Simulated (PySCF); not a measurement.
Pd²⁺ (palladium, charge +2) across methods

[Kr] 4d7 5s1, high-spin 5F determinant (an excited configuration). Calculation: PySCF 2.14, in aug-cc-pVDZ-PP with ECP28MDF; scalar relativity through the core potential.

```csv
method,E (hartree),mean ε 4d α (eV),mean ε 4d β (eV),mean ε 5s α (eV),Σ⟨r²⟩ (bohr²),⟨S²⟩
UHF,-125.51043,-40.325,-37.169,-25.090,31.71,6.003
B3LYP,-126.2177,-34.007,-31.771,-23.350,31.50,6.001
PBEsol,-125.9997,-32.250,-29.852,-22.742,31.50,6.000
PBE,-126.1787,-32.271,-29.980,-22.671,31.48,6.000
LDA,-125.9001,-32.381,-29.950,-23.026,31.59,6.000
TPSSh,-126.1441,-33.153,-31.019,-22.787,31.45,6.001
PBE0,-126.1733,-34.518,-32.045,-23.426,31.44,6.001
r2SCAN,-126.2198,-32.915,-30.181,-22.891,31.35,6.001
```

**Question.** Estimate the same row for HSE06.

**Answer.** E (hartree) = -126.1709; mean ε 4d α (eV) = -34.088; mean ε 4d β (eV) = -31.630; mean ε 5s α (eV) = -23.071; Σ⟨r²⟩ (bohr²) = 31.46; ⟨S²⟩ = 6.001.

Energies and moments cover only the electrons outside the core potential.
